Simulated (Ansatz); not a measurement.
# Two structures, one formula

Two relaxed structures of InHSeO, closed shell (PBE0-D4/def2-TZVP; forces vanish, vibrations not checked).

A:

```csv
atom,x (Å),y (Å),z (Å)
O1,0.6031,-1.0702,0.7316
Se2,2.1053,-0.1306,0.8981
In3,-0.5850,0.4227,-0.1835
H4,1.8866,0.4475,2.2477
```

B:

| atom | x (Å) | y (Å) | z (Å) |
| --- | --- | --- | --- |
| O1 | 0.3092 | -1.2933 | 0.6175 |
| Se2 | 1.4791 | 0.1001 | 1.2198 |
| In3 | -0.3142 | 0.3653 | -0.3657 |
| H4 | -1.4740 | 0.8279 | -1.4716 |

Ansatz 0.2.0; basis: def2-TZVPP; cores frozen in the correlated methods. Filled d shells of the heavier atoms are correlated. Core potentials replace the inner electrons of the atoms past krypton. The def2 sets are not built for correlating such inner shells, so the correlated values are less sure here. B3LYP uses VWN-RPA correlation.

Problem. Which structure is lower at CCSD(T), and by how much? (To be estimated.)

Solution. The calculation gives: A, by 145.2 kJ/mol (electronic energy, against the other). By their contacts, A is InHSeO ([O]1[SeH][In]1) and B is InHSeO ([O]1[Se][InH]1).

All methods give the same order:

```tsv
method	E(B) − E(A) (kJ/mol)
PBE-D4	149.7
r2SCAN-D4	142.5
PBE0-D4	149.9
B3LYP-D4	166.9
wB97M-V	148.1
HF	166.8
MP2	150.2
CCSD	153.7
CCSD(T)	145.2
```

No T1 diagnostic of these runs exceeds 0.019.

Labels in which every atom is bracketed show which atoms are joined, not bond orders.

For scale, one of the runs: CCSD(T)/def2-TZVPP, 143 basis functions, launched by `ansatz run in.yaml --threads 2 --pin off --events-out ev --progress --plain --max-ram 4352MiB`. Time: 53 s of wall clock on 2 CPU threads of an Arm Neoverse V1; the host was shared. Peak host memory: 1 GiB.
